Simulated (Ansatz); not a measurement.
Program: Ansatz. Geometries: PBE0-D4/def2-TZVP. ΔE: electronic, gas phase. CBS: MP2 limit from def2 TZ/QZ plus the TZ coupled-cluster correction, frozen cores. Functionals use def2-TZVPP. B3LYP here is the variant with VWN-RPA as its local correlation; programs differ in this. def2 core potentials past Kr. For Br, Ga, In outer-core shells are correlated without core-valence functions, which leaves a few kJ/mol of doubt a bond. Scalar relativity is left out up to krypton. Each species was taken in one conformer, which may not be the lowest.

`[OH][In]([SH])[Br]` + `[OH][Ga]([Br])[Br]` → `[OH][In]([OH])[SH]` + `[Br][Ga]([Br])[Br]`  (redistribution)

(1) Is it downhill or uphill in electronic energy at CCSD(T)/CBS, and by how much? (An estimate is asked.)

(2) What do these levels give: PBE-D4, r2SCAN-D4, B3LYP-D4, ωB97X-V, ωB97M-V, PBE, PBE0, B3LYP, MP2/def2-TZVPP, CCSD(T)/def2-TZVPP, HF/def2-QZVPP, SCS-MP2/def2-QZVPP? (Estimate.)

Largest T1 diagnostic among the species: 0.016.

Answers

(1) The calculation gave: Uphill: ΔE = +0.45 eV.

(2) The calculation gave: PBE-D4 0.42, r2SCAN-D4 0.47, B3LYP-D4 0.44, ωB97X-V 0.47, ωB97M-V 0.46, PBE 0.43, PBE0 0.46, B3LYP 0.46, MP2/def2-TZVPP 0.46, CCSD(T)/def2-TZVPP 0.47, HF/def2-QZVPP 0.57, SCS-MP2/def2-QZVPP 0.46 eV.

In def2-TZVPP, CCSD(T) changes the Hartree–Fock value by −0.10 eV (the triples alone add −0.01 eV) and MP2 by −0.10 eV. From PBE to PBE0 (25 % exact exchange), in def2-TZVPP and without D4, ΔE moves by +0.03 eV.
